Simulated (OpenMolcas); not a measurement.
A ladder of methods for CH6ClNSi (SMILES C[SiH](N)Cl)

CH6ClNSi: 10 atoms, total charge 0, spin state singlet. As SMILES, `C[SiH](N)Cl`. The coordinates come from a PBE0-D4/def2-TZVP relaxation. This is one conformer, not always the lowest.

Quantity: the HOMO–LUMO gap, in eV. The values are calculated.

```json
{"level": "HF/6-31G* (spherical functions)", "kind": "Hartree–Fock", "program": "OpenMolcas", "value (eV)": "16.05", "CPU time": "8.8 s"}
{"level": "BLYP/6-31G* (spherical functions)", "kind": "GGA", "program": "OpenMolcas", "value (eV)": "6.64", "CPU time": "41 s"}
{"level": "M06-L/6-31G* (spherical functions)", "kind": "meta-GGA", "program": "OpenMolcas", "value (eV)": "7.73", "CPU time": "48 s"}
{"level": "TPSS/6-31G* (spherical functions)", "kind": "meta-GGA", "program": "OpenMolcas", "value (eV)": "7.08", "CPU time": "51 s"}
{"level": "r2SCAN/6-31G* (spherical functions)", "kind": "meta-GGA", "program": "OpenMolcas", "value (eV)": "7.62", "CPU time": "50 s"}
{"level": "M06-2X/6-31G* (spherical functions)", "kind": "hybrid meta-GGA", "program": "OpenMolcas", "value (eV)": "11.32", "CPU time": "45 s"}
{"level": "PBE0/6-31G* (spherical functions)", "kind": "global hybrid", "program": "OpenMolcas", "value (eV)": "9.15", "CPU time": "40 s"}
{"level": "B3LYP/6-31G* (Cartesian functions)", "kind": "global hybrid", "program": "OpenMolcas", "value (eV)": "8.55", "CPU time": "44 s"}
```

The values span 6.64 to 16.05 eV. Orbital gaps aren't excitation energies; they tend to grow with the share of exact exchange. Times are those of the runs behind each value, whatever else they computed, on shared processors of several kinds: orders of magnitude only.
